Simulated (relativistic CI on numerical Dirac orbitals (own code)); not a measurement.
# Calculated levels, Ag39+

Calculated at this level of theory: Dirac-Coulomb-Breit CI, separate exchange-only KLI orbitals for each configuration, model QED, unscaled Slater integrals (own radial code, finite nucleus).

Configuration list (outside the closed core 1s2): 2s²2p⁴, 2s2p⁵, 2p⁶, 2p⁵3s, 2p⁵3p, 2p⁵3d, 2s²2p³3s, 2s²2p³3p, 2s²2p³3d, 2s2p⁴3s, 2s2p⁴3p, 2s2p⁴3d, 2s²2p³4s, 2s²2p³4p, 2s²2p³4d, 2s²2p³4f, 2s2p⁴4s, 2s2p⁴4p, 2s2p⁴4d, 2s2p⁴4f, 2s²2p²3s², 2s²2p²3s3p, 2s²2p³5s, 2s²2p³5p, 2s²2p³5d, 2s²2p³5f, 2s²2p³5g, 2s²2p²3s3d, 2s²2p²3p², 2s²2p²3p3d, 2s2p³3s², 2s²2p²3d², 2s2p³3s3p, 2s2p³3s3d, 2s2p³3p², 2s2p⁴5s. Levels of other configurations are missing.

The lowest level is 2s²2p⁴ ³P2, with 72 % of that term; Hund's rules for 2s²2p⁴ give ³P with J = 2, in agreement.

| No. | Configuration | Term | J | E (Ry) | % | jj configuration (%) |
| --- | --- | --- | --- | --- | --- | --- |
| 1 | 2s²2p⁴ | ³P | 2 | 0.000 | 72 | 2p3/2^2 (100) |
| 2 | 2s²2p⁴ | ¹S | 0 | 2.265 | 59 | 2p3/2^2 (99) |
| 3 | 2s²2p⁴ | ³P | 1 | 13.118 | 100 | 2p1/2 2p3/2^3 (100) |
| 4 | 2s²2p⁴ | ¹D | 2 | 14.252 | 72 | 2p1/2 2p3/2^3 (100) |
| 5 | 2s²2p⁴ | ³P | 0 | 28.206 | 59 | 2p3/2^4 (99) |
| 6 | 2s2p⁵ | ³P° | 2 | 29.146 | 100 | 2s 2p3/2^3 (100) |
| 7 | 2s2p⁵ | ³P° | 1 | 32.293 | 54 | 2s 2p3/2^3 (96) |
| 8 | 2s2p⁵ | ³P° | 0 | 42.761 | 100 | 2s 2p1/2 2p3/2^4 (100) |
| 9 | 2s2p⁵ | ¹P° | 1 | 45.033 | 54 | 2s 2p1/2 2p3/2^4 (96) |
| 10 | 2p⁶ | ¹S | 0 | 63.731 | 99 | closed (99) |
| 11 | 2p³(2P°)3s | ³P° | 2 | 241.722 | 44 | 2p3/2 3s (98) |
| 12 | 2p³(4S°)3s | ³S° | 1 | 242.168 | 29 | 2p3/2 3s (99) |
| 13 | 2p³(2P°)3p | ³P | 1 | 246.403 | 29 | 2p3/2 3p1/2 (98) |
| 14 | 2p³(2P°)3p | ³D | 2 | 246.532 | 24 | 2p3/2 3p1/2 (98) |
| 15 | 2p³(2P°)3p | ³D | 3 | 250.192 | 45 | 2p3/2 3p3/2 (98) |
| 16 | 2p³(4S°)3p | ³P | 1 | 250.208 | 38 | 2p3/2 3p3/2 (98) |
| 17 | 2p³(2P°)3p | ³P | 2 | 251.336 | 39 | 2p3/2 3p3/2 (96) |
| 18 | 2p³(4S°)3p | ³P | 0 | 252.382 | 77 | 2p3/2 3p3/2 (97) |
| 19 | 2p³(4S°)3s | ⁵S° | 2 | 253.991 | 51 | 2p1/2 2p3/2^2 3s (98) |
| 20 | 2p³(4S°)3s | ³S° | 1 | 254.499 | 53 | 2p1/2 2p3/2^2 3s (99) |
| 21 | 2p³(2D°)3s | ³D° | 3 | 255.330 | 94 | 2p1/2 2p3/2^2 3s (94) |
| 22 | 2p³(2P°)3d | ³D° | 2 | 255.373 | 32 | 2p3/2 3d3/2 (92) |
| 23 | 2p³(2P°)3d | ³F° | 3 | 255.697 | 25 | 2p3/2 3d3/2 (87) |
| 24 | 2p³(2D°)3s | ¹D° | 2 | 255.740 | 62 | 2p1/2 2p3/2^2 3s (95) |
| 25 | 2p³(4S°)3d | ⁵D° | 1 | 255.850 | 32 | 2p3/2 3d3/2 (97) |
| 26 | 2p³(2P°)3d | ³P° | 0 | 255.880 | 56 | 2p3/2 3d3/2 (98) |
| 27 | 2p³(2P°)3d | ³F° | 4 | 256.503 | 46 | 2p3/2 3d5/2 (98) |
| 28 | 2s²2p³3d | ³D° | 2 | 257.030 | 34 | 2p3/2 3d5/2 (94) |
| 29 | 2p³(2P°)3s | ³P° | 0 | 257.241 | 99 | 2p1/2 2p3/2^2 3s (99) |
| 30 | 2p³(2P°)3s | ³P° | 1 | 257.326 | 61 | 2p1/2 2p3/2^2 3s (90) |

Energies count from the lowest computed level; ° marks odd parity. Percentages are summed over parent terms; the parents shown are those of the largest component, closed shells are left out there. Filled j subshells are mostly left out of the jj labels.

The mean weight of the leading LS term, summed over parents, in these 30 levels is 58 %, and that of the leading jj configuration (from the same eigenvectors) 97 %, so jj coupling describes them better and the LS labels are nominal.

At this charge energies of transitions that change n are usually good to better than 1 %, and those within a shell (Δn = 0) to a few per cent.

LS names give the leading component of a level, which can be under half, so a name can repeat, a term be missing and a line seem to break the LS rules.
